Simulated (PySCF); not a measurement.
Working out the excitation energy of Bi⁺

Bi⁺ [Xe] 4f14 5d10 6s2 6p2 (3P) → Bi⁺ [Xe] 4f14 5d10 6s1 6p2 6d1 (high-spin determinant). Calculation: PySCF 2.14, in aug-cc-pwCVDZ-PP with ECP60MDF (6s5p4d1f, 48 functions); a scalar-relativistic core potential. Frozen: 5s2 5p6 5d10. Energies in hartree (1 hartree = 27.21139 eV):

```csv
part,Bi⁺ (lower),Bi⁺ (upper)
UHF,-213.289222,-212.679550
CCSD correlation,-0.043782,-0.023250
(T),-0.000497,-0.002048
```

Task: What does Hartree-Fock give?

Result: (-212.679550) − (-213.289222) = 0.609672 hartree = 16.590 eV.

Task: What do CCSD and CCSD(T) give?

Result: The CCSD correlation energies differ by 0.020532 hartree = 0.559 eV and the triples by -0.001551 hartree = -0.042 eV, so CCSD gives 17.149 eV and CCSD(T) 17.107 eV.

One determinant mixes LS terms, so it does not stand for a single term.

The upper state lies above the first ionisation limit.

A double-zeta basis recovers only part of the correlation energy.

The coupled-cluster amplitudes are large, so a single reference is strained.
